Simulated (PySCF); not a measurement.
## Stretching KSb⁺

Set-up: PySCF, spin-free X2C with a Gaussian nucleus, basis sets K x2c-SVPall, Sb x2c-SVPall. Energies in eV from K⁺ + Sb in their ground configurations at the same level. State: ⁴Σ⁻ (quartet), unpaired electrons σ ↑, π ↑↑.

| R (Å) | r²SCAN | UHF-SCS-MP2 |
| --- | --- | --- |
| 3.273 | -0.0825 | -0.0539 |
| 3.425 | -0.1513 | -0.1390 |
| 3.578 | -0.1877 | -0.1869 |
| 3.692 | -0.2008 | -0.2059 |
| 3.806 | -0.2051 | -0.2145 |
| 3.920 | -0.2033 | -0.2155 |
| 4.072 | -0.1944 | -0.2088 |
| 4.263 | -0.1768 | -0.1925 |
| 4.491 | -0.1515 | -0.1678 |
| 4.796 | -0.1175 | -0.1338 |

Task: Put a parabola through the three lowest points of the r²SCAN curve and estimate Re, k and ωe (reduced mass 29.47 u; 1 eV/Å² = 0.16022 mdyn/Å; ωe = 1302.8·√(k/μ) cm⁻¹).

Result: Through R = 3.692, 3.806, 3.92 Å the second-order coefficient is 0.235 eV/Å², so Re ≈ 3.829 Å, k ≈ 0.0752 mdyn/Å and ωe ≈ 66 cm⁻¹. A polynomial fit of higher order to the unrounded r²SCAN energies gives Re = 3.824 Å, k = 0.0717 mdyn/Å, ωe = 64.2 cm⁻¹; anharmonicity and rounding make the difference.

The higher-order fit for each curve: r²SCAN: Re = 3.824 Å, ωe = 64.2 cm⁻¹, De = 0.205 eV; UHF-SCS-MP2: Re = 3.881 Å, ωe = 65.5 cm⁻¹, De = 0.216 eV.

Correlated steps freeze 23 core orbitals. The bond is weak. Basis-set superposition, not corrected here, can be much of De in a small basis, most of all at correlated wavefunction levels. These are scalar-relativistic numbers at best; spin–orbit coupling would shift them, the dissociation energy most. For an ion De counts to the pair picked by the measured ionisation energies or electron affinities, which need not be the lowest pair at this level. The state is the lowest determinant that a PBE0 search found; another state may lie lower at other levels.
